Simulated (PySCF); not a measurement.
# Polarisability and C₆ of Rh⁻ (rhodium, charge -1)

[Kr] 4d8 5s2, high-spin 3F determinant. All numbers are calculated (PySCF 2.14, a scalar-relativistic core potential, in def2-QZVPPD with the def2 core potential (28 electrons) (7s5p4d4f2g, 88 functions)). Coupled (time-dependent) response in atomic units; α is the mean over directions.

```
method  mean α (bohr³)  C₆ (like pair)  S(−4)
  MN15           192.8            2878  24020
```

S(−4) is the Cauchy moment in α(ω) = α(0) + S(−4) ω² + …

Spin-orbit coupling is absent.

α(iu) at MN15:

```tsv
u (hartree)	α(iu) (bohr³)
0	192.8
0.0500	148.7
0.100	93.64
0.200	45.23
0.300	28.20
0.500	15.42
0.750	9.420
1.00	6.544
1.50	3.797
2.00	2.506
3.00	1.328
5.00	0.5514
```

A single London oscillator, α(iu) = α/(1 + u²/ω²), gives C₆ = (3/4) ω α². Matching the computed C₆ needs ω = 4 × 2878 / (3 × 192.8²) = 0.103 hartree.

For an ion, C₆ is the dispersion term alone; charge-induced terms of lower order in 1/R come first.

Energies and moments cover only the electrons outside the core potential. The outer electron is barely bound at this level, so radii and moments hang on the diffuse functions.
